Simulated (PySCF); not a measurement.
C5H7F. Atoms are numbered in the order given.

```xyz
13

C      2.4470     0.3104     0.4796
C      1.2629    -0.0813     0.0041
C     -0.0295     0.1610     0.6698
C     -1.1062    -0.9159     0.6419
C     -1.2716     0.3184    -0.1583
F     -1.1506     0.2165    -1.5055
H      2.5340     0.8528     1.4263
H      3.3722     0.1027    -0.0630
H      1.2144    -0.6162    -0.9509
H      0.0219     0.7757     1.5743
H     -0.8672    -1.8244     0.0822
H     -1.7238    -1.0677     1.5305
H     -2.0116     1.0730     0.1280
```

Geometry optimised at PBE0-D3(BJ)/def2-SVP. One conformer was computed; it need not be the lowest.

All values below come from TDA-PBE/def2-SVPD run with PySCF.

Vertical excitations. The molecule is in vacuum.

Give excitation energies, oscillator strengths and character. (The exact figures need the calculation; the answer reports its results.)


```json
[
 {"state": "S1", "energy (eV)": "6.06", "λ (nm)": "205", "f": "0.008", "main pairs": "HOMO→LUMO+1 100 %"},
 {"state": "S2", "energy (eV)": "6.18", "λ (nm)": "201", "f": "0.070", "main pairs": "HOMO−1→LUMO 78 %, HOMO→LUMO 19 %"},
 {"state": "S3", "energy (eV)": "6.60", "λ (nm)": "188", "f": "0.278", "main pairs": "HOMO→LUMO 36 %, HOMO→LUMO+2 18 %, HOMO−2→LUMO 15 %, HOMO−1→LUMO 15 %"},
 {"state": "S4", "energy (eV)": "6.67", "λ (nm)": "186", "f": "0.044", "main pairs": "HOMO→LUMO+2 81 %"},
 {"state": "S5", "energy (eV)": "6.77", "λ (nm)": "183", "f": "0.037", "main pairs": "HOMO→LUMO+3 83 %"},
 {"state": "S6", "energy (eV)": "7.02", "λ (nm)": "177", "f": "0.005", "main pairs": "HOMO→LUMO+4 94 %"},
 {"state": "S7", "energy (eV)": "7.12", "λ (nm)": "174", "f": "0.000", "main pairs": "HOMO−1→LUMO+1 99 %"},
 {"state": "S8", "energy (eV)": "7.42", "λ (nm)": "167", "f": "0.025", "main pairs": "HOMO→LUMO+5 97 %"},
 {"state": "S9", "energy (eV)": "7.67", "λ (nm)": "162", "f": "0.013", "main pairs": "HOMO−3→LUMO 46 %, HOMO→LUMO+6 27 %, HOMO−1→LUMO+2 14 %, HOMO−2→LUMO 10 %"},
 {"state": "S10", "energy (eV)": "7.69", "λ (nm)": "161", "f": "0.020", "main pairs": "HOMO−1→LUMO+2 82 %, HOMO−3→LUMO 16 %"},
 {"state": "T1", "energy (eV)": "4.25", "λ (nm)": "292", "f": "0", "main pairs": "HOMO→LUMO 95 %"},
 {"state": "T2", "energy (eV)": "5.97", "λ (nm)": "208", "f": "0", "main pairs": "HOMO→LUMO+1 99 %"},
 {"state": "T3", "energy (eV)": "6.03", "λ (nm)": "205", "f": "0", "main pairs": "HOMO−1→LUMO 98 %"},
 {"state": "T4", "energy (eV)": "6.54", "λ (nm)": "190", "f": "0", "main pairs": "HOMO→LUMO+2 95 %"}
]
```
Triplets are in the Tamm–Dancoff approximation.
